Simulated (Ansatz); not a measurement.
Total energies of In₆P₇H₂₀⁺, a cluster cut from zinc blende InP (hydrogen-capped) from Ansatz at ωB97M-V/def2-TZVP, gas phase (1 Eh = 27.2114 eV = 2625.5 kJ/mol). The reference geometry is relaxed at PBE-D4/def2-SVP.

```xyz
33

P    -0.620   -2.127   -3.007
P     1.483    0.245    4.020
P    -2.246   -0.959    0.480
P     1.613   -1.579    0.496
P     1.748    0.962   -2.792
P     0.090    2.155    0.830
P    -2.108    1.523   -2.680
In    1.544   -2.236    3.105
In   -0.488   -2.689   -0.412
In   -0.364    0.220   -4.112
In   -0.253    2.172    3.499
In   -2.243    1.615   -0.027
In    2.084    0.863   -0.147
H    -1.777   -2.742   -3.583
H     0.362   -2.949   -3.646
H     2.805    0.791    3.944
H     1.434    0.098    5.445
H    -3.570   -1.489    0.371
H    -2.112   -1.032    1.903
H     2.675   -2.324   -0.113
H     2.853    0.303   -3.420
H     2.044    2.288   -3.242
H     0.296    3.509    0.408
H    -3.401    1.239   -3.227
H    -2.016    2.881   -3.124
H    -0.104   -2.782    3.237
H     3.062   -2.967    3.478
H    -0.898   -4.347   -0.170
H    -0.432    0.345   -5.828
H    -1.805    1.392    3.609
H     0.351    3.683    4.072
H    -3.673    2.459    0.439
H     3.666    1.477    0.193
```

| state | geometry | energy (Eh) |
| --- | --- | --- |
| charge 1 singlet | reference | -3541.84472 |
| charge 2 doublet | reference | -3541.42469 |
| charge 0 doublet | reference | -3541.95596 |

In the def2 sets In takes a core potential; there is no spin–orbit coupling. Single mean-field runs in def2-TZVP are fitted with def2-universal-jkfit.

Problem. Work out the vertical ionisation energy to the doublet.

Solution. E(charge 2 doublet) − E(charge 1 singlet) = -3541.42469 − (-3541.84472) = 0.42003 Eh = 11.43 eV. For comparison, −ε of the highest occupied level is 11.80 eV at this level, 0.37 eV more.

Problem. Work out the vertical electron affinity, to the doublet.

Solution. E(charge 1 singlet) − E(charge 0 doublet) = -3541.84472 − (-3541.95596) = 0.11124 Eh = 3.03 eV.

Problem. Give the fundamental gap IE − EA, the Mulliken electronegativity (IE + EA)/2 and the hardness (IE − EA)/2.

Solution. From the values in Eh: IE − EA = 0.42003 − 0.11124 = 0.30879 Eh = 8.40 eV; (IE + EA)/2 = 7.23 eV; (IE − EA)/2 = 4.20 eV. The HOMO–LUMO gap of the same run is 9.00 eV, 0.60 eV larger than the fundamental gap.
